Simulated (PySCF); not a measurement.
C⁺ (carbon, charge +1) across methods

[He] 2s2 3s1, 2S determinant (an excited configuration). All numbers are calculated (PySCF 2.14, scalar relativity by spin-free X2C-1e, in aug-cc-pVQZ-DK).

```tsv
method	E (hartree)	mean ε 2s α (eV)	mean ε 2s β (eV)	mean ε 3s α (eV)	Σ⟨r²⟩ (bohr²)	⟨S²⟩
r2SCAN	-36.8709	-33.462	-33.313	-8.132	24.56	0.750
PBE0	-36.8620	-34.855	-34.565	-8.674	24.30	0.750
PW91	-36.8816	-33.167	-32.916	-8.171	24.05	0.750
LDA	-36.5212	-32.977	-32.732	-8.082	24.24	0.750
M06-L	-36.8848	-33.556	-33.549	-8.180	25.28	0.751
UHF	-36.78400	-39.214	-38.710	-9.812	25.23	0.750
r2SCANh	-36.8730	-34.098	-33.916	-8.328	24.54	0.750
BP86	-36.9014	-33.198	-32.994	-8.220	24.08	0.750
PBE	-36.8536	-33.109	-32.865	-8.156	24.11	0.750
```

The outer electron is Rydberg-like, and this basis confines it to a smaller radius and binds it less than a complete one would.
